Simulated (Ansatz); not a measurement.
Two members of one family (Series CuX2), computed with Ansatz in the gas phase. The two geometries come from different levels. HOMO and LUMO are taken over both spins. Binding counts from free atoms in the multiplicity of their measured ground term, without zero-point energy. The spins of the ions were chosen, not always searched. Names give formal oxidation states. A dash marks a value that wasn't run or was left out as unsound. The structures are stationary points that may keep the symmetry of their start.

First: Cu(SH)2 (doublet, charge 0, PBE0-D4/def2-TZVP geometry; oxidised ion triplet).

```xyz
5

Cu   -0.005   -0.001    0.000
S    -0.147    1.375   -1.601
H    -0.396    2.446   -0.824
S     0.142   -1.376    1.600
H     0.406   -2.444    0.825
```

| level | HOMO (eV) | LUMO (eV) | gap (eV) | vertical IE (eV) | binding per atom (eV) |
| --- | --- | --- | --- | --- | --- |
| PBE-D4/def2-SVP | -5.97 | -5.24 | 0.73 | – | 2.74 |
| PBE-D4/def2-TZVP | -6.24 | -5.49 | 0.74 | 9.26 | 2.67 |
| r2SCAN-D4/def2-TZVP | -6.60 | -5.49 | 1.11 | 9.17 | 2.67 |
| PBE0-D4/def2-SVP | -6.93 | -4.65 | 2.28 | – | 2.56 |
| ωB97X-V/def2-TZVP | -8.95 | -3.13 | 5.82 | – | 2.53 |

Metal–donor distances: 2 × S 2.12 Å.

Second: Cu(NH2)2 (doublet, charge 0, r2SCAN-D4/def2-TZVP geometry; oxidised ion triplet).

```xyz
7

Cu    0.001    0.001   -0.001
N    -0.834    1.294    0.879
H    -0.696    2.285    0.738
H    -1.528    1.159    1.601
N     0.835   -1.293   -0.879
H     1.528   -1.161   -1.602
H     0.693   -2.285   -0.736
```

Task: What does the change do? Estimate second minus first.

Result: 
```csv
level,Δ HOMO (eV),Δ LUMO (eV),Δ gap (eV),Δ vertical IE (eV),Δ binding per atom (eV)
PBE-D4/def2-SVP,1.53,1.81,0.28,–,0.46
PBE-D4/def2-TZVP,1.34,1.60,0.25,-0.74,0.49
r2SCAN-D4/def2-TZVP,1.31,1.75,0.43,-0.95,0.39
PBE0-D4/def2-SVP,1.26,2.14,0.88,–,0.45
ωB97X-V/def2-TZVP,0.72,2.23,1.52,–,0.49
```

Metal–donor distances: 2 × N 1.77 Å.
